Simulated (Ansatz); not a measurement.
Ansatz (an electronic-structure program) input (B3LYP-D3(BJ)/def2-TZVP):

Ansatz 0.2 input:
```yaml
crystal:
  periodic: [false, false, false]
  atoms:
    - {symbol: C, position_ang: [-2.22242270, 0.37209345, -0.23874821]}
    - {symbol: C, position_ang: [-0.94632448, -0.26112626, 0.23295157]}
    - {symbol: O, position_ang: [0.19165250, 0.50256983, -0.40581113]}
    - {symbol: C, position_ang: [1.39909688, 0.22359810, -0.21483914]}
    - {symbol: O, position_ang: [1.87681025, -0.71014174, 0.51736847]}
    - {symbol: H, position_ang: [-2.31943113, 0.30384028, -1.32105929]}
    - {symbol: H, position_ang: [-3.05412410, -0.16974955, 0.21508881]}
    - {symbol: H, position_ang: [-2.28309718, 1.41410436, 0.07108766]}
    - {symbol: H, position_ang: [-0.79981487, -0.16988556, 1.30981547]}
    - {symbol: H, position_ang: [-0.83660099, -1.29396637, -0.09965610]}
    - {symbol: H, position_ang: [2.13755298, 0.83842824, -0.72445119]}
    - {symbol: H, position_ang: [1.22571516, -1.26958782, 0.98053060]}
basis:
  gaussian:
    orbitals: def2-TZVP
hamiltonian:
  xc: b3lyp
  dispersion: d3bj
total_charge: 1
phonons: {temperatures: {t_min: 298.15, t_max: 298.15, t_step: 100}}
```

Output:

```
Functional definition: B3LYP
integrals: 0.10 GiB planned
1150 factors; their error is unknown
mean field: 0.97 GiB planned
mean field evaluation 1: about -7299.5183 eV, gradient 9.0e1 eV
mean field evaluation 2: about -7287.5256 eV, gradient 1.2e2 eV
mean field evaluation 4: about -7314.5298 eV, gradient 8.8e0 eV
mean field evaluation 8: about -7314.6511 eV, gradient 2.1e-1 eV
mean field evaluation 16: about -7314.6354 eV, gradient 4.7e-4 eV
mean field -7314.63540548 eV, -268.8078931136 hartree, gradient 5.2e-5 eV, S^2 0.000000; 0 other end points of the search recorded, 0 dependent functions left out
the calculation of the forces begins
reference -7314.63564554 eV, -268.8079019354 hartree; 20, 20 occupied and 177, 177 virtual orbitals, 1150 factors
these checks for a lower state are left out or cut short: stability, starts, cluster_reference, orbital_swaps, neighbouring_geometries, increment
integrals: 0.10 GiB planned
1150 factors; their error is unknown
mean field: 0.97 GiB planned
mean field -7314.63523979 eV, -268.8078870244 hartree, gradient 2.3e-6 eV, S^2 0.000000; 0 other end points of the search recorded, 0 dependent functions left out
the calculation of the forces begins
reference -7314.63547985 eV, -268.8078958466 hartree; 20, 20 occupied and 177, 177 virtual orbitals, 1150 factors
these checks for a lower state are left out or cut short: stability, starts, cluster_reference, orbital_swaps, neighbouring_geometries, increment
integrals: 0.10 GiB planned
1150 factors; their error is unknown
mean field: 0.96 GiB planned
mean field evaluation 32: about -7314.6352 eV, gradient 3.1e-4 eV
mean field -7314.63522809 eV, -268.8078865946 hartree, gradient 2.3e-6 eV, S^2 0.000000; 0 other end points of the search recorded, 0 dependent functions left out
the calculation of the forces begins
reference -7314.63546814 eV, -268.8078954161 hartree; 20, 20 occupied and 177, 177 virtual orbitals, 1150 factors
these checks for a lower state are left out or cut short: stability, starts, cluster_reference, orbital_swaps, neighbouring_geometries, increment
integrals: 0.10 GiB planned
1150 factors; their error is unknown
mean field: 0.97 GiB planned
mean field -7314.63520774 eV, -268.8078858466 hartree, gradient 2.3e-6 eV, S^2 0.000000; 0 other end points of the search recorded, 0 dependent functions left out
the calculation of the forces begins
reference -7314.63544777 eV, -268.8078946674 hartree; 20, 20 occupied and 177, 177 virtual orbitals, 1150 factors
these checks for a lower state are left out or cut short: stability, starts, cluster_reference, orbital_swaps, neighbouring_geometries, increment
integrals: 0.10 GiB planned
1150 factors; their error is unknown
mean field: 0.97 GiB planned
mean field -7314.63527309 eV, -268.8078882481 hartree, gradient 2.3e-6 eV, S^2 0.000000; 0 other end points of the search recorded, 0 dependent functions left out
the calculation of the forces begins
reference -7314.63551317 eV, -268.8078970709 hartree; 20, 20 occupied and 177, 177 virtual orbitals, 1150 factors
these checks for a lower state are left out or cut short: stability, starts, cluster_reference, orbital_swaps, neighbouring_geometries, increment
integrals: 0.10 GiB planned
1150 factors; their error is unknown
mean field: 0.97 GiB planned
mean field -7314.63525636 eV, -268.8078876335 hartree, gradient 2.3e-6 eV, S^2 0.000000; 0 other end points of the search recorded, 0 dependent functions left out
the calculation of the forces begins
reference -7314.63549641 eV, -268.8078964551 hartree; 20, 20 occupied and 177, 177 virtual orbitals, 1150 factors
these checks for a lower state are left out or cut short: stability, starts, cluster_reference, orbital_swaps, neighbouring_geometries, increment
integrals: 0.10 GiB planned
[...]
mean field: 0.97 GiB planned
mean field -7314.63537415 eV, -268.8078919622 hartree, gradient 2.3e-6 eV, S^2 0.000000; 0 other end points of the search recorded, 0 dependent functions left out
the calculation of the forces begins
reference -7314.63561420 eV, -268.8079007838 hartree; 20, 20 occupied and 177, 177 virtual orbitals, 1150 factors
these checks for a lower state are left out or cut short: stability, starts, cluster_reference, orbital_swaps, neighbouring_geometries, increment
integrals: 0.10 GiB planned
1150 factors; their error is unknown
mean field: 0.97 GiB planned
mean field evaluation 256: about -7314.6354 eV, gradient 2.3e-6 eV
mean field -7314.63539697 eV, -268.8078928006 hartree, gradient 2.3e-6 eV, S^2 0.000000; 0 other end points of the search recorded, 0 dependent functions left out
the calculation of the forces begins
reference -7314.63563703 eV, -268.8079016226 hartree; 20, 20 occupied and 177, 177 virtual orbitals, 1150 factors
these checks for a lower state are left out or cut short: stability, starts, cluster_reference, orbital_swaps, neighbouring_geometries, increment
integrals: 0.10 GiB planned
1150 factors; their error is unknown
mean field: 0.97 GiB planned
mean field -7314.63538678 eV, -268.8078924264 hartree, gradient 2.3e-6 eV, S^2 0.000000; 0 other end points of the search recorded, 0 dependent functions left out
the calculation of the forces begins
reference -7314.63562685 eV, -268.8079012485 hartree; 20, 20 occupied and 177, 177 virtual orbitals, 1150 factors
these checks for a lower state are left out or cut short: stability, starts, cluster_reference, orbital_swaps, neighbouring_geometries, increment
integrals: 0.10 GiB planned
1150 factors; their error is unknown
mean field: 0.97 GiB planned
mean field -7314.63539103 eV, -268.8078925824 hartree, gradient 2.3e-6 eV, S^2 0.000000; 0 other end points of the search recorded, 0 dependent functions left out
the calculation of the forces begins
reference -7314.63563107 eV, -268.8079014039 hartree; 20, 20 occupied and 177, 177 virtual orbitals, 1150 factors
these checks for a lower state are left out or cut short: stability, starts, cluster_reference, orbital_swaps, neighbouring_geometries, increment
integrals: 0.10 GiB planned
1150 factors; their error is unknown
mean field: 0.97 GiB planned
mean field -7314.63532664 eV, -268.8078902160 hartree, gradient 2.3e-6 eV, S^2 0.000000; 0 other end points of the search recorded, 0 dependent functions left out
the calculation of the forces begins
reference -7314.63556669 eV, -268.8078990379 hartree; 20, 20 occupied and 177, 177 virtual orbitals, 1150 factors
these checks for a lower state are left out or cut short: stability, starts, cluster_reference, orbital_swaps, neighbouring_geometries, increment
integrals: 0.10 GiB planned
1150 factors; their error is unknown
mean field: 0.97 GiB planned
mean field -7314.63528378 eV, -268.8078886412 hartree, gradient 2.3e-6 eV, S^2 0.000000; 0 other end points of the search recorded, 0 dependent functions left out
the calculation of the forces begins
reference -7314.63552384 eV, -268.8078974629 hartree; 20, 20 occupied and 177, 177 virtual orbitals, 1150 factors
these checks for a lower state are left out or cut short: stability, starts, cluster_reference, orbital_swaps, neighbouring_geometries, increment
integrals: 0.10 GiB planned
1150 factors; their error is unknown
mean field: 0.97 GiB planned
mean field evaluation 288: about -7314.6354 eV, gradient 3.1e-4 eV
mean field -7314.63534923 eV, -268.8078910461 hartree, gradient 2.3e-6 eV, S^2 0.000000; 0 other end points of the search recorded, 0 dependent functions left out
the calculation of the forces begins
reference -7314.63558933 eV, -268.8078998698 hartree; 20, 20 occupied and 177, 177 virtual orbitals, 1150 factors
these checks for a lower state are left out or cut short: stability, starts, cluster_reference, orbital_swaps, neighbouring_geometries, increment
integrals: 0.10 GiB planned
1150 factors; their error is unknown
mean field: 0.97 GiB planned
mean field -7314.63532480 eV, -268.8078901485 hartree, gradient 2.3e-6 eV, S^2 0.000000; 0 other end points of the search recorded, 0 dependent functions left out
the calculation of the forces begins
reference -7314.63556480 eV, -268.8078989685 hartree; 20, 20 occupied and 177, 177 virtual orbitals, 1150 factors
these checks for a lower state are left out or cut short: stability, starts, cluster_reference, orbital_swaps, neighbouring_geometries, increment
integrals: 0.10 GiB planned
1150 factors; their error is unknown
mean field: 0.97 GiB planned
mean field -7314.63538500 eV, -268.8078923607 hartree, gradient 2.3e-6 eV, S^2 0.000000; 0 other end points of the search recorded, 0 dependent functions left out
the calculation of the forces begins
reference -7314.63562508 eV, -268.8079011838 hartree; 20, 20 occupied and 177, 177 virtual orbitals, 1150 factors
these checks for a lower state are left out or cut short: stability, starts, cluster_reference, orbital_swaps, neighbouring_geometries, increment
integrals: 0.10 GiB planned
1150 factors; their error is unknown
mean field: 0.97 GiB planned
mean field -7314.63535584 eV, -268.8078912893 hartree, gradient 2.3e-6 eV, S^2 0.000000; 0 other end points of the search recorded, 0 dependent functions left out
the calculation of the forces begins
reference -7314.63559586 eV, -268.8079001099 hartree; 20, 20 occupied and 177, 177 virtual orbitals, 1150 factors
these checks for a lower state are left out or cut short: stability, starts, cluster_reference, orbital_swaps, neighbouring_geometries, increment
integrals: 0.10 GiB planned
1150 factors; their error is unknown
mean field: 0.97 GiB planned
mean field evaluation 320: about -7314.6353 eV, gradient 1.6e-6 eV
mean field -7314.63529580 eV, -268.8078890826 hartree, gradient 2.3e-6 eV, S^2 0.000000; 0 other end points of the search recorded, 0 dependent functions left out
the calculation of the forces begins
reference -7314.63553581 eV, -268.8078979029 hartree; 20, 20 occupied and 177, 177 virtual orbitals, 1150 factors
these checks for a lower state are left out or cut short: stability, starts, cluster_reference, orbital_swaps, neighbouring_geometries, increment
integrals: 0.10 GiB planned
1150 factors; their error is unknown
mean field: 0.97 GiB planned
mean field -7314.63533327 eV, -268.8078904599 hartree, gradient 2.3e-6 eV, S^2 0.000000; 0 other end points of the search recorded, 0 dependent functions left out
the calculation of the forces begins
reference -7314.63557337 eV, -268.8078992833 hartree; 20, 20 occupied and 177, 177 virtual orbitals, 1150 factors
these checks for a lower state are left out or cut short: stability, starts, cluster_reference, orbital_swaps, neighbouring_geometries, increment
integrals: 0.10 GiB planned
1150 factors; their error is unknown
mean field: 0.97 GiB planned
mean field -7314.63538175 eV, -268.8078922415 hartree, gradient 2.3e-6 eV, S^2 0.000000; 0 other end points of the search recorded, 0 dependent functions left out
the calculation of the forces begins
reference -7314.63562182 eV, -268.8079010636 hartree; 20, 20 occupied and 177, 177 virtual orbitals, 1150 factors
these checks for a lower state are left out or cut short: stability, starts, cluster_reference, orbital_swaps, neighbouring_geometries, increment
integrals: 0.10 GiB planned
1150 factors; their error is unknown
mean field: 0.97 GiB planned
mean field -7314.63535506 eV, -268.8078912604 hartree, gradient 2.3e-6 eV, S^2 0.000000; 0 other end points of the search recorded, 0 dependent functions left out
the calculation of the forces begins
reference -7314.63559510 eV, -268.8079000819 hartree; 20, 20 occupied and 177, 177 virtual orbitals, 1150 factors
Total energy: -7314.96176339 eV, -268.8198865455 hartree
Atom 0 at    -2.222423     0.372093    -0.238748 Å, force    -0.000687    -0.000861     0.000705 eV/Å
Atom 1 at    -0.946324    -0.261126     0.232952 Å, force    -0.000950    -0.000337     0.000294 eV/Å
Atom 2 at     0.191653     0.502570    -0.405811 Å, force     0.001486    -0.001446     0.001115 eV/Å
Atom 3 at     1.399097     0.223598    -0.214839 Å, force    -0.001040     0.001543    -0.001204 eV/Å
Atom 4 at     1.876810    -0.710142     0.517368 Å, force     0.000689     0.000257    -0.000223 eV/Å
Atom 5 at    -2.319431     0.303840    -1.321059 Å, force     0.000277     0.000572    -0.000112 eV/Å
Atom 6 at    -3.054124    -0.169750     0.215089 Å, force     0.000106     0.000020    -0.000019 eV/Å
Atom 7 at    -2.283097     1.414104     0.071088 Å, force     0.000266     0.000230    -0.000541 eV/Å
Atom 8 at    -0.799815    -0.169886     1.309815 Å, force    -0.000171     0.000623     0.000044 eV/Å
Atom 9 at    -0.836601    -1.293966    -0.099656 Å, force    -0.000188     0.000100    -0.000611 eV/Å
Atom 10 at     2.137553     0.838428    -0.724451 Å, force     0.000156    -0.000499     0.000394 eV/Å
Atom 11 at     1.225715    -1.269588     0.980531 Å, force     0.000055    -0.000200     0.000158 eV/Å
Dipole moment:     0.222702    -0.227136     0.175333 e Å
Vibrations: 62.00 198.40 231.27 330.91 364.03 663.27 676.18 762.07 832.84 971.77 1067.05 1123.47 1163.41 1168.75 1308.67 1372.14 1401.59 1412.05 1428.70 1478.60 1492.79 1498.06 1657.67 3057.86 3060.13 3119.80 3127.56 3151.34 3188.94 3668.52 cm⁻¹, zero-point energy 2.792115 eV
```

It need not be the lowest isomer of its formula.
